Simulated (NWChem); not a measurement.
System: BCl

Here is an NWChem input.

```
start job
memory heap 200 mb stack 900 mb global 1100 mb
geometry units angstroms noautosym nocenter noautoz
  B      0.000000     0.000000    -1.290223
  Cl     0.000000     0.000000     0.429027
end
basis spherical
  * library def2-svp
end
dft
  xc pbe0
  iterations 150
  vectors input atomic output neutral.movecs
end
task dft energy
charge 1
dft
  odft
  mult 2
  vectors input atomic output cation.movecs
end
task dft energy
```

Geometry: optimised at PBE0/def2-SVP.

Ions are spin-unrestricted doublets at the neutral geometry; other ion states weren't tried.

Predict the main results of this run. (PBE0/def2-SVP, vertical spin-unrestricted ions.) Quantities: vertical ionisation energy, ΔSCF (eV); −ε(HOMO) (eV).


| Quantity | Value |
|---|---|
| vertical ionisation energy, ΔSCF (eV) | 9.91 |
| −ε(HOMO) (eV) | 7.33 |
